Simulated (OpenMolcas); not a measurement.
Multiplet structure of W³⁺

```
Program             : OpenMolcas 26.06
Method              : CASSCF
Basis               : ANO-RCC-VQZP [9s8p6d4f3g2h]
Scalar Hamiltonian  : DKH2, point nucleus
Active space        : 3 electrons in 10 orbitals (5d 6d)
State averaging     : 2S+1 = 4 even, 10 roots; 2S+1 = 2 even, 40 roots
Spin-orbit coupling : RASSI with atomic mean-field integrals over the reference wave functions, term energies averaged over their components
```

Spin-free terms above the lowest, with the occupations of the reference (each correlating shell added to its valence partner):

```csv
Configuration,Term,E (cm⁻¹),Occupations
5d³,⁴F,0.0,5d 3.00
5d³,⁴P,11390,5d 3.00
5d³,²G,12231,5d 3.00
5d³,²H,15977,5d 3.00
5d³,²P,16018,5d 3.00
5d³,²D(1),17477,5d 3.00
5d³,²F,27270,5d 3.00
5d³,²D(2),42836,5d 3.00
```

With spin-orbit coupling, above the lowest level:

```csv
Configuration,Term,J,E (cm⁻¹),Measured (cm⁻¹),g,Term weight %,Second
5d³,⁴F,3/2,0.0,0.0,0.438,91,8 ²D(1)
5d³,⁴F,5/2,3429,3537,1.033,97,3 ²D(1)
5d³,⁴F,7/2,6818,6745,1.220,94,5 ²G
5d³,⁴F,9/2,9765,9256,1.286,81,17 ²G
5d³,⁴P,3/2,13357,10221,1.472,56,30 ²P
5d³,⁴P,1/2,14652,11773,2.261,80,20 ²P
5d³,²G,7/2,17689,15261,0.913,93,6 ⁴F
5d³,²H,9/2,18251,16205,1.031,55,30 ²G
5d³,⁴P,5/2,19484,17190,1.575,94,4 ²D(1)
5d³,²D(1),3/2,21963,,1.170,50,35 ⁴P
5d³,²P,1/2,23410,18365,1.075,80,20 ⁴P
5d³,²H,11/2,24951,22223,1.091,100,
5d³,²G,9/2,26933,,1.037,53,42 ²H
5d³,²D(1),5/2,27352,22766,1.210,91,4 ⁴P
5d³,²P,3/2,30775,25168,1.185,59,31 ²D(1)
5d³,²F,7/2,34580,28412,1.137,97,2 ²G
5d³,²F,5/2,34690,27938,0.886,92,7 ²D(2)
5d³,²D(2),5/2,51611,43287,1.183,90,7 ²F
5d³,²D(2),3/2,51715,43742,0.802,98,
```

Against the 16 measured excited levels shown (the list in J. Phys. B 45, 035001 (2012)) the mean absolute deviation is 3800 cm-1; the largest miss in energy is 5d³ ²D_5/2(2): computed 51611, measured 43287 cm⁻¹ (+19.2 %), and the largest in proportion 5d³ ⁴P_3/2 [56 %] (+30.7 %).

Spin-orbit coupling puts the lowest level 7492 cm⁻¹ below the lowest spin-free term.

A least-squares Racah fit to the terms below 60000 cm-1, each weighted by 2L + 1 and with a free common offset, gives B = 748 cm-1 and C = 3026 cm-1 (C/B = 4.04), with an rms deviation of 83 cm-1.

For ⁴F the intervals divided by the larger J are 1371.7, 968.2, 654.8 cm-1. Landé's interval rule makes them equal in pure LS coupling; they differ by 72 % of their mean. The multiplet is regular.

Without dynamic correlation excited terms often stand tens of per cent too high (terms of higher spin than the ground term too low), and those without a measured partner can miss by more than the paired ones. Some levels mix across a computed gap that differs much from the measured one, so their mixing is not that of the real levels. Active for correlation alone: 6d; no level in the range computed is led by a configuration that fills it, so any true level of that kind is missing. Computed and measured levels are paired by configuration, term and J; levels that our copy of the source lacks, or whose pairing is in doubt (as where it misses far off the trend of its configuration), stay unpaired and out of the deviations. Levels of configurations outside the active space are missing. The first state left out of the spin-orbit step lies near 210000 cm-1 above the lowest spin-free state of the reference (among the parities and spins computed), and the list stops at four fifths of that energy or lower.

The term weight is that of the spin-free term in the level, not the purity of its configuration. A share in square brackets marks a mixed level and gives the weight of the term that names it. A number in round brackets counts repeated terms of one configuration in the order of the reference energies.
